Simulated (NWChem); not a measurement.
# Correlation energy of CHO2

```xyz
4

O     -1.1753     0.0000    -0.1653
C      0.0000     0.0000     0.2092
O      1.1753     0.0000    -0.1653
H      0.0000     0.0000     1.3892
```
Charge 0, spin multiplicity 2.

Everything below was run with NWChem. The geometry was optimised at UPBE/def2-SVP, a minimum by its harmonic frequencies.

Basis set: def2-SVP. Each correlation energy counts from its own Hartree-Fock reference.

| method | correlation energy (mHa) |
|---|---|
| UMP2 | -506.4 |
| SCS-UMP2 | -482.7 |
| CCSD on UHF | -507.9 |
| CCSD[T] on UHF | -532.6 |
| CCSD(T) on UHF | -529.5 |
| CCSD on ROHF | -519.7 |
| CCSD[T] on ROHF | -545.7 |
| CCSD(T) on ROHF | -542.7 |

The values span 63.0 mHa, from CCSD[T] on ROHF (lowest) to SCS-UMP2 (highest). 

The correlated methods keep 3 core orbitals frozen. The structure started from a generated list of species. The unpaired electrons of the parent sit in orbitals of symmetry a1 (C2v labels of the run); other states weren't searched. No SCF solution was tested for a lower state. Open-shell Hartree-Fock references start from PBE0 orbitals. No row is a measurement; the coupled-cluster row has its own basis-set and correlation limits.
